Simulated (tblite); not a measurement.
Problem. Give a GFN2-xTB geometry of `FC[Si]([SiH3])([SiH3])CC(Cl)Cl`.

Solution. 
Z-matrix in Å and degrees, rows numbered from 1:
```
F 
C   1  1.3836
Si  2  1.9433  1  108.27
Si  3  2.3447  2  105.76  1   -61.65
Si  3  2.3437  2  106.03  1    68.22
C   3  1.9445  2   99.39  1  -174.40
C   6  1.5047  3  113.49  2  -167.42
Cl  7  1.7813  6  110.88  3    70.15
Cl  7  1.7838  6  110.80  3   -50.25
H   2  1.0933  1  105.99  3   122.62
H   2  1.0934  1  106.06  3  -122.47
H   4  1.4640  3  110.34  2   150.66
H   4  1.4637  3  111.57  2    30.97
H   4  1.4694  3  112.80  2   -89.33
H   5  1.4655  3  108.82  2   -55.67
H   5  1.4644  3  110.96  2  -173.44
H   5  1.4671  3  114.19  2    64.14
H   6  1.0919  3  109.68  2    72.27
H   6  1.0910  3  111.22  2   -45.70
H   7  1.0929  6  113.66  3  -170.07
```

Si4 (SiH3 silicon) is tetrahedral (angles from 106.9° to 112.8°). Of the pairs four or more bonds apart, Si5···Cl8 is among the closest relative to their van der Waals radii: 3.34 Å, 87 % of the sum of Bondi's values. Si3 (four-coordinate silicon) is distorted tetrahedral (angles from 99.4° to 121.2°).

Structure optimised with GFN2-xTB, isolated species.

Point group: C1 (no symmetry element, even within 0.4 Å). Its GFN2-xTB frequencies are all real (lowest 16 cm⁻¹). One conformer, not necessarily the lowest (F1–C2–Si3–Si4 -62°, C2–Si3–C6–C7 -167°, Si3–C6–C7–Cl8 70°).

All values are computed, not measured.
